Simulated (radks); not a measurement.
All-electron atom: Re XVII in [Kr] 4d10 4f11 5s2.

All-electron calculation, Dirac Kohn-Sham, LB94 model potential, spin-unpolarised, spherical densities, finite nucleus; open shells fill j = l - 1/2 first; Fermi nuclear charge, rms radius 5.3698 fm. Program: a radial shooting solver on a logarithmic mesh with Libxc functionals.

Energy parts (eV):
part                   energy
kinetic             512810.84
electron-nucleus  -1111163.83
Hartree             154690.88
(The LB94 potential has no energy functional, so no total or exchange-correlation energy is given.)

Orbitals (lengths in bohr, moments of r in powers of bohr; r(90%) holds 90 % of the orbital's charge):
\begin{tabular}{lrrrrr}
orbital & occ. & eigenvalue (eV) & r(90%) & <1/r> & <r^2> \\ \hline
1s1/2 & 2 & -72159.91 & 0.0328 & 88.79 & 0.0004469 \\
2s1/2 & 2 & -12835.43 & 0.118 & 21.66 & 0.006794 \\
2p1/2 & 2 & -12311.58 & 0.104 & 21.66 & 0.004835 \\
2p3/2 & 4 & -10860.11 & 0.114 & 18.08 & 0.006031 \\
3s1/2 & 2 & -3270.244 & 0.289 & 7.948 & 0.04427 \\
3p1/2 & 2 & -3033.230 & 0.280 & 7.877 & 0.04052 \\
3p3/2 & 4 & -2718.181 & 0.301 & 6.951 & 0.04700 \\
3d3/2 & 4 & -2316.464 & 0.274 & 6.851 & 0.03633 \\
3d5/2 & 6 & -2247.879 & 0.280 & 6.633 & 0.03811 \\
4s1/2 & 2 & -969.9521 & 0.627 & 3.370 & 0.2154 \\
4p1/2 & 2 & -870.7243 & 0.639 & 3.272 & 0.2203 \\
4p3/2 & 4 & -795.5935 & 0.683 & 2.949 & 0.2528 \\
4d3/2 & 4 & -631.1478 & 0.716 & 2.763 & 0.2667 \\
4d5/2 & 6 & -616.8530 & 0.730 & 2.688 & 0.2778 \\
4f5/2 & 6 & -407.7525 & 0.805 & 2.370 & 0.3080 \\
5s1/2 & 2 & -407.0747 & 1.26 & 1.549 & 0.8982 \\
4f7/2 & 5 & -404.6851 & 0.812 & 2.344 & 0.3140 \\
5p1/2 & 0 & -370.0387 & 1.32 & 1.475 & 0.9764 \\
5p3/2 & 0 & -350.5973 & 1.38 & 1.375 & 1.085 \\
6s1/2 & 0 & -229.1608 & 2.13 & 0.8978 & 2.665 \\
\end{tabular}

The highest occupied level is 4f7/2 at -404.69 eV. The electron density at the nucleus is 1.548e+06 e/bohr^3. For comparison, the ionisation energy in NIST's Atomic Spectra Database is 403 eV (theoretical). In exact Kohn-Sham theory the highest level is minus the ionisation energy, but local and semilocal functionals leave it too shallow, through self-interaction and a potential that decays too fast; potentials with the right tail come closer. Summed over all electrons, <r^2> = 10.61 bohr^2, which gives a Langevin (diamagnetic) susceptibility term of -8.4 x 10^-6 cm^3/mol.

Beside tabulated values, note that spin-unpolarised runs miss the spin-polarisation part of the exchange energy of open shells.
